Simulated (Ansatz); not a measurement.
Mulliken charges of `[CH3][Nb]([NH2])(=[O])[F]` from r2SCAN/def2-TZVPP in Ansatz (PBE0-D4/def2-TZVP geometry).

| atom | x (Å) | y (Å) | z (Å) | charge (e) |
| --- | --- | --- | --- | --- |
| C1 | -1.544 | 0.012 | 0.237 | -0.409 |
| Nb2 | 0.421 | 0.554 | -0.461 | 1.318 |
| N3 | 1.654 | -0.772 | 0.281 | -0.599 |
| O4 | 0.384 | 0.295 | -2.132 | -0.517 |
| F5 | 0.757 | 2.340 | 0.033 | -0.409 |
| H6 | -2.268 | 0.729 | -0.168 | 0.088 |
| H7 | -1.600 | 0.041 | 1.330 | 0.073 |
| H8 | -1.831 | -0.986 | -0.104 | 0.090 |
| H9 | 1.977 | -0.780 | 1.239 | 0.171 |
| H10 | 2.132 | -1.484 | -0.253 | 0.193 |

Problem. By hand: the dipole of these point charges (1 e Å = 4.8032 D).

Solution. Σ q r = (-0.044, -0.363, 0.452) e Å, of length 0.581 e Å = 2.79 D.

Problem. How does the dipole of the full density compare? (Best estimate.)

Solution. Ansatz gave: (0.188, -0.389, 0.552) e Å, 3.37 D; the point charges give 0.83 times that, at 20° from its direction.

Point charges leave out the atoms' own dipoles, such as those of lone pairs, and Mulliken's split depends on the basis, so the two needn't agree.
